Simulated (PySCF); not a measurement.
Computed shifts of a molecule C3H10FNSi, PBE/pcSseg-1 in PySCF, GIAO, gas phase, atoms alike by connectivity averaged where their shifts nearly agree, in ppm (number of nuclei): ¹³C: 55.0 (1), 54.6 (1), 48.4 (1). ¹⁵N: 40.9 (1). ²⁹Si: 0.9 (1). ¹⁹F: -253.2 (1). ¹H: 5.71 (1), 5.32 (1), 2.67 (1), 2.49 (6), 1.88 (1). References: ¹³C against TMS (σ = 182.0 ppm); ¹⁵N against NH3 (σ = 267.0 ppm); ²⁹Si against TMS (σ = 335.4 ppm); ¹⁹F against CFCl3 (σ = 133.6 ppm); ¹H against TMS (σ = 31.49 ppm), references at their B3LYP-D3(BJ)/def2-TZVP geometries, non-relativistic. Geometry optimised at B3LYP-D3(BJ)/def2-SVP. Other conformers were not sampled.

Problem. Identify the compound among the candidates.
(A) C[C@H](F)[SiH2]CN
(B) C[C@@H](N)[Si@H](C)F
(C) CC[Si@@H](F)NC
(D) CN(C)C[SiH2]F

Solution. D, CN(C)C[SiH2]F
